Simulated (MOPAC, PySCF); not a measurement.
Protons, H atoms and electrons added to or taken from C1CCO1. All species are isolated molecules in the gas phase. Strings in code marks are SMILES.

Quantity: vertical ionisation energy (energy after one electron is removed minus that of the parent at the parent's geometry), in eV.

Level 1: TPSSh-D3(BJ)/def2-TZVP // B3LYP-D3(BJ)/def2-TZVP (PySCF)
Level 2: SVWN5/6-31G* // B3LYP-D3(BJ)/def2-TZVP (PySCF)
Level 3: minus the HOMO energy of AM1 // B3LYP-D3(BJ)/def2-TZVP (MOPAC)
Level 4: minus the HOMO energy of TPSSh-D3(BJ)/def2-TZVP // B3LYP-D3(BJ)/def2-TZVP (PySCF)

| species | level 2 | level 3 | level 4 |
|---|---|---|---|
| `C1COC1` | 9.16 | 10.50 | 6.30 |

**Question.** What does level 1 give for each?

**Answer.** 
- `C1COC1`: 9.40
